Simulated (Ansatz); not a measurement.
Reactions of C2H6F2OSi (`C[SiH2]C(O)(F)F`).

Isolated molecules relaxed with PBE0-D4/def2-TZVP in Ansatz; ΔE leaves out vibrations. CBS: MP2 limit from def2 TZ/QZ plus the TZ coupled-cluster correction, frozen cores. This one scheme is used for every species. def2 core potentials past Kr. For Mo outer-core shells are correlated without core-valence functions, which leaves a few kJ/mol of doubt a bond. One conformer a species, not always the lowest.

(1) Order these by ΔE at CCSD(T)/CBS, lowest first. (An estimate is asked.)
A. `C[SiH2]C(O)(F)F` + `C=COB(O)O` → `C[SiH2]OB(O)O` + `C=CC(O)(F)F`
B. `C[SiH2]C(O)(F)F` + `CC(N)=O` → `C[SiH2]C(N)=O` + `CC(O)(F)F`
C. `C[SiH2]C(O)(F)F` + `[NH2][Mo]([NH2])(=[S])=[S]` → `N[SiH2]C(O)(F)F` + `[CH3][Mo]([NH2])(=[S])=[S]`
D. `C[SiH2]C(O)(F)F` + `CCB(O)O` → `CCB(O)OC` + `OC(F)(F)[SiH3]`
E. `C[SiH2]C(O)(F)F` + `N=C[SiH2][SiH2]N` → `C[SiH2][SiH2]C=N` + `N[SiH2]C(O)(F)F`
F. `C[SiH2]C(O)(F)F` + `[NH2][AlH2]` → `C[NH][AlH2]` + `OC(F)(F)[SiH3]`
G. `C[SiH2]C(O)(F)F` + `CCN[SiH3]` → `CC[SiH2]C` + `OC(F)(F)N[SiH3]`
H. `C[SiH2]C(O)(F)F` + H₂ → `OC(F)F` + `C[SiH3]`

Largest T1 diagnostic: 0.025, for `[CH3][Mo]([NH2])(=[S])=[S]`.

Answers

(1) A (-172.3 kJ/mol), G (-64.9 kJ/mol), H (-44.8 kJ/mol), B (-19.9 kJ/mol), E (-3.8 kJ/mol), C (+8.3 kJ/mol), F (+92.1 kJ/mol), D (+104.2 kJ/mol).
